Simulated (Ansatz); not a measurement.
Species: C2H9OSi2, net charge -1, singlet state. It need not be the lowest isomer of its formula. Whether it binds its extra electron was not tested at this geometry. 
Structure (B3LYP-D3(BJ)/def2-TZVP (Ansatz, a program for electronic structure) minimum search):
```
O
Si 1 1.6036
Si 1 1.7888 2 128.75
H 2 1.4980 1 114.14 3 -62.04
H 2 1.4990 4 105.40 1 120.12
H 3 1.5478 1 96.20 2 151.05
C 2 1.8851 4 106.43 5 113.60
H 7 1.0924 2 109.37 4 65.24
H 7 1.0927 8 107.88 2 -120.61
H 7 1.0948 8 108.72 9 -117.50
C 3 1.9572 6 94.89 1 -97.60
H 11 1.0958 3 110.95 6 174.29
H 11 1.0965 12 108.02 3 123.39
H 11 1.0976 12 107.19 13 116.39
```
Charge -1, spin multiplicity 1.

Basis-set convergence of Hartree-Fock and CCSD(T) correlation energies (hartree) with Ansatz. Cores are frozen in the correlated levels unless marked. No spin-orbit coupling. Non-relativistic. This anion needs diffuse functions, which these sets lack.

| basis | functions | E(HF) | E(corr, CCSD(T)) |
|---|---|---|---|
| cc-pV(D+d)Z | 133 | -733.77967 | -0.77772 |
| cc-pV(T+d)Z | 294 | -733.86728 | -0.95342 |
| cc-pV(Q+d)Z | 563 | (withheld) | (withheld) |

Task: Complete the blanks.

Result: 
- cc-pV(Q+d)Z, E(HF): -733.88854
- cc-pV(Q+d)Z, E(corr, CCSD(T)): -1.00849
